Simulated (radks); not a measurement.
All-electron atom: Zn in [Ar] 3d10 4s2. Method: scalar-relativistic Kohn-Sham, r2SCAN, spin-unpolarised, spherical densities, finite nucleus; meta-GGA in the generalised Kohn-Sham scheme; Fermi nuclear charge, rms radius 3.9283 fm; computed with a radial shooting solver on a logarithmic mesh with Libxc functionals.

Normalised radial functions P(r) = r R(r), r in bohr:

r	3p
0.00167	0.0010
0.002193	0.0017
0.002878	0.0028
0.003778	0.0046
0.004958	0.0076
0.006508	0.0126
0.008611	0.0210
0.0113	0.0343
0.01484	0.0553
0.01947	0.0881
0.02556	0.1373
0.03355	0.2081
0.04404	0.3041
0.05781	0.4227
0.07587	0.5494
0.09959	0.6490
0.1318	0.6618
0.173	0.5150
0.227	0.1668
0.298	-0.3473
0.3911	-0.8828
0.5134	-1.2286
0.6739	-1.2403
0.8846	-0.9626
1.161	-0.5788
1.524	-0.2638
2	-0.0874
2.647	-0.0191
3.474	-0.0028
4.56	-0.0002
5.985	0.0000
7.856	0.0000

3p: eigenvalue -86.065 eV, 1 radial node at r = 0.250 bohr, <r> = 0.713 bohr, 90 % of the charge inside 1.10 bohr.
